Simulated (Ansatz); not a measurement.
Consider the ligand exchange at the Si–N bond: `C=C[SiH2]N[SiH3]` + `B1CN1` → `[SiH3]N1BC1` + `C=C[SiH2]N`.

Gas-phase electronic energies from Ansatz, PBE0-D4/def2-TZVP geometries. CCSD(T)/CBS is the MP2 limit (def2-TZVPP, def2-QZVPP) plus CCSD(T) − MP2 in def2-TZVPP, frozen cores. This one scheme is used for every species. DFT in def2-TZVPP. B3LYP here is the variant with VWN-RPA as its local correlation; programs differ in this. HSE06 is defined as in plane-wave codes. One conformer a species, not always the lowest.

```csv
level,ΔE (kJ/mol),difference from CCSD(T)/CBS
r2SCAN-D4,-16.2,-2.6
B3LYP-D4,-15.8,-2.2
r2SCANh-D4,-15.7,-2.1
r2SCAN0-D4,-14.9,-1.3
HSE06-D4,-12.9,0.7
CAM-B3LYP-D4,-14.5,-0.9
ωB97X-V,-13.7,-0.1
PBE,-13.8,-0.2
BLYP,-17.3,-3.7
r2SCAN,-16.5,-2.9
HSE06,-13.5,0.1
CAM-B3LYP,-15.1,-1.5
LC-ωPBE,-11.3,2.3
MP2/def2-SVP,-9.5,4.1
CCSD(T)/def2-SVP,-8.2,5.4
SCS-MP2/def2-QZVPP,-15.2,-1.6
CCSD(T)/CBS,-13.6,0
```

Task: What do rigid-rotor, harmonic-oscillator terms from PBE0-D4/def2-TZVP frequencies (298.15 K, 1 bar) make of the CCSD(T)/CBS value? (Best estimate.)

Result: Computed: ΔZPE = -0.4 kJ/mol, ΔH = -14.0 kJ/mol, ΔS = -8 J/(mol·K), ΔG = -11.7 kJ/mol. Modes under 50 cm⁻¹ make the entropy rough.

Largest T1 diagnostic among the species: 0.013.

Leaving LDA and LC-ωPBE aside and taking each functional with its dispersion term where it has one, the values, not all of them listed here, spread over 4.3 kJ/mol, from B97M-V to PBE0-D4. LDA lies +4.0 kJ/mol from PBE without D4. In def2-TZVPP, CCSD(T) changes the Hartree–Fock value by +6.0 kJ/mol (the triples alone add +0.4 kJ/mol) and MP2 by +4.6 kJ/mol. At CCSD(T), def2-SVP lies +5.4 kJ/mol from the extrapolated value and def2-TZVPP −0.0 kJ/mol.
